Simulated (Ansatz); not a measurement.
Born–Oppenheimer molecular dynamics of C2H6OSSi (11 atoms, charge 0, multiplicity 1). It starts at the highest image of a converged band. Of that band: Neighbouring images differ by up to 1.9 eV, so the band resolves the path poorly. A vibrational analysis at the climbing image gives one clearly imaginary mode, 736i cm⁻¹: a first-order saddle point.

Method: Ansatz, UKS PBE/6-31G*.

```json
{"ensemble": "NVE (velocity Verlet)", "time step": "0.5 fs", "steps asked": "200", "starting velocities drawn for": "300 K", "seed": "4230"}
```

First frame:

```xyz
11
Properties=species:S:1:pos:R:3
S -0.240 2.251 0.006
C -0.480 0.516 -0.358
O -0.951 -0.221 0.893
C 0.268 -1.604 0.742
Si 1.164 -0.498 -0.483
H -1.549 2.637 0.012
H -1.244 0.371 -1.136
H -1.291 -1.132 0.558
H 0.635 -1.692 1.781
H 1.448 -1.130 -1.815
H 2.306 0.445 -0.180
```

(1) How far do the bonds stretch over the last three quarters of this one trajectory? (Pairs bonded in most of those frames.)

Results:

(1) 
```
   bond  mean (Å)  spread (Å)  shortest  longest
  S1–C2     1.799       0.021      1.76     1.83
  S1–H6     1.366       0.006      1.36     1.38
  C2–O3     1.549       0.064      1.47     1.66
 C2–Si5     1.959       0.023      1.92     1.99
  C2–H7     1.102       0.025      1.07     1.14
  O3–C4     1.729       0.069      1.61     1.88
  O3–H8     0.986       0.005      0.98     0.99
 C4–Si5     1.882       0.042      1.81     1.94
  C4–H9     1.109       0.008      1.09     1.12
Si5–H10     1.506       0.033      1.46     1.55
Si5–H11     1.521       0.002      1.52     1.53
```

Mean temperature of the second half: 203 K. The conserved energy stayed within 0.074 meV per atom of its start (net change 0.038 meV per atom), so the integration is sound. A run of 0.1 ps of so small a system gives no equilibrium averages. The orbitals stay closed-shell, which can raise the energy where a bond breaks towards radicals; this wasn't checked here.

The run took 7.5 min on 2 threads of Intel(R) Xeon(R) Platinum 8488C (Sapphire Rapids), on a shared host, peak memory 0.2 GiB.
